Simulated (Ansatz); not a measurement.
Basis-set extrapolation for `ClB1NCO1` (PBE0-D4/def2-TZVP geometry, frozen core, the Gaussian-basis code of Ansatz). Multiplicity 1, RHF reference.

```json
{"": "HF", "def2-TZVPP": "-653.293161", "def2-QZVPP": "-653.314765"}
{"": "MP2 correlation", "def2-TZVPP": "-0.883001", "def2-QZVPP": "-0.952593"}
{"": "CCSD(T) correlation", "def2-TZVPP": "-0.951334", "def2-QZVPP": "not run"}
```

Energies in hartree. Use E(X) = E(∞) + A·exp(−7.88·√X) for Hartree–Fock and E(X) = E(∞) + B·X^(−2.97) for correlation, with X = 3 and 4, and add CCSD(T) minus MP2 of the smaller set to the MP2 limit.

**Question.** What is the CCSD(T) energy at the basis-set limit?

**Answer.** HF limit: -653.314765 + (-0.021604) × 0.13774 = -653.31774. MP2 limit: -0.952593 + (-0.069592) × 0.74074 = -1.00414. Higher-order term: -0.951334 − (-0.883001) = -0.06833. Total: -654.39021 hartree, 3.97 eV below CCSD(T)/def2-TZVPP.
